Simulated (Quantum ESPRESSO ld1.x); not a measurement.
Values are calculated unless marked as measured or tabulated.
Question: Si IV, configuration [He] 2s2 2p5.75 3s1 3d0.25 (fractional occupations, a model configuration). Level of theory: scalar-relativistic Kohn-Sham, exchange-only LDA, spin-unpolarised, spherical densities, point nucleus (ld1.x of Quantum ESPRESSO 7.5). Some entries of the table are withheld. Estimate them.

orbital  occ.  eigenvalue (eV)  <1/r> (bohr^-1)  r(max) (bohr)
1s          2         -1822.00            13.60        0.07285
2s          2         -178.712            2.595            (1)
2p       5.75         -135.923            2.491            (2)
3s          1         -39.9251           0.7581          1.603
3d       0.25         -19.8469           0.4991          2.027

Answer: 
(1) 2s r(max) (bohr): 0.4537
(2) 2p r(max) (bohr): 0.3839
